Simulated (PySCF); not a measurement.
# Magnetic susceptibility: SMILES ClC(CCC#N)(Cl)Cl, C₄H₄Cl₃N

Geometry:
```json
{"atom": "N1", "x (Å)": "3.316", "y (Å)": "-0.306", "z (Å)": "0.069"}
{"atom": "C2", "x (Å)": "2.236", "y (Å)": "-0.096", "z (Å)": "-0.235"}
{"atom": "C3", "x (Å)": "0.868", "y (Å)": "0.166", "z (Å)": "-0.609"}
{"atom": "C4", "x (Å)": "-0.078", "y (Å)": "-0.206", "z (Å)": "0.538"}
{"atom": "C5", "x (Å)": "-1.533", "y (Å)": "0.053", "z (Å)": "0.189"}
{"atom": "Cl6", "x (Å)": "-1.808", "y (Å)": "1.775", "z (Å)": "-0.171"}
{"atom": "Cl7", "x (Å)": "-2.573", "y (Å)": "-0.401", "z (Å)": "1.564"}
{"atom": "Cl8", "x (Å)": "-2.032", "y (Å)": "-0.906", "z (Å)": "-1.225"}
{"atom": "H9", "x (Å)": "0.634", "y (Å)": "-0.420", "z (Å)": "-1.501"}
{"atom": "H10", "x (Å)": "0.771", "y (Å)": "1.227", "z (Å)": "-0.853"}
{"atom": "H11", "x (Å)": "0.031", "y (Å)": "-1.266", "z (Å)": "0.781"}
{"atom": "H12", "x (Å)": "0.170", "y (Å)": "0.378", "z (Å)": "1.428"}
```

The calculation used PySCF, GIAO KT3/pcSseg-1 magnetisability, rotational g tensor and spin-rotation constants, non-relativistic, gas phase. Geometry: GFN2-xTB.

(1) What are the magnetisability and the molar susceptibility?

(2) Split it along the inertial axes a, b, c into diamagnetic and paramagnetic parts about the centre of mass, with the quadrupole moment.

(3) And the rotational g tensor?

## Answers

(1) Isotropic -1510 × 10⁻³⁰ J/T², or -90.9 × 10⁻⁶ cm³/mol; principal values -1528, -1515, -1488 × 10⁻³⁰ J/T², anisotropy 36 × 10⁻³⁰ J/T² (root of half the summed squared differences of the principal values). The susceptibility is in cgs units.

(2) 
| axis | χ (10⁻⁶ cm³/mol) | diamagnetic (10⁻⁶ cm³/mol) | paramagnetic (10⁻⁶ cm³/mol) | summed x² of all electrons (Å²) | quadrupole Θ (D Å) |
| --- | --- | --- | --- | --- | --- |
| a | -89.6 | -746.8 | 657.2 | 321.1 | -22.10 |
| b | -92.0 | -1736.9 | 1644.9 | 87.7 | +11.23 |
| c | -91.2 | -1734.6 | 1643.4 | 88.3 | +10.87 |

Anisotropies 2χaa − χbb − χcc = +4.1 and 2χbb − χaa − χcc = -3.2 × 10⁻⁶ cm³/mol. Θ is traceless in Buckingham's convention.

(3) 
| axis | rotational constant (GHz) | g | nuclear part | electronic part |
| --- | --- | --- | --- | --- |
| a | 1.7055 | -0.0211 | 0.5055 | -0.5266 |
| b | 0.6738 | -0.0138 | 0.5069 | -0.5207 |
| c | 0.6721 | -0.0139 | 0.5050 | -0.5189 |

Asymmetric top; isotopes 12C, 35Cl, 1H, 14N; no vibrational averaging.
